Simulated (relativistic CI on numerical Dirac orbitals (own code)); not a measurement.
# Cr³⁺ (3d3) in a crystal field

Calculated by Dirac-Coulomb-Breit CI, separate exchange-only KLI orbitals for each configuration, model QED (radiative potential, 1s self-energy scaled to tabulated hydrogen-like ionisation energies), valence Slater integrals scaled by 0.8, one configuration in a parametric crystal field (own radial code).

Field parameters in Wybourne normalisation: Oh B⁴₀ = 21Dq, B⁴₄ = √(5/14) B⁴₀. The field is a parameter set, without covalency.

S is read from ⟨S²⟩ = S(S + 1).

Levels (cm⁻¹, degeneracy): 0 (4), 4019 (2), 4081 (4), 4151 (4), 4188 (2), 6998 (2), 7027 (4), 7313 (4), 7478 (2), 15834 (4), 16461 (4), 16562 (2).

**Question.** Which field gives this pattern?
A. Oh, 10Dq = 14050 cm⁻¹
B. Oh, 10Dq = 4100 cm⁻¹
C. Oh, 10Dq = 7400 cm⁻¹
D. Oh, 10Dq = 23950 cm⁻¹

**Answer.** B. Oh, 10Dq = 4100 cm⁻¹, ground level with S = 1.50.
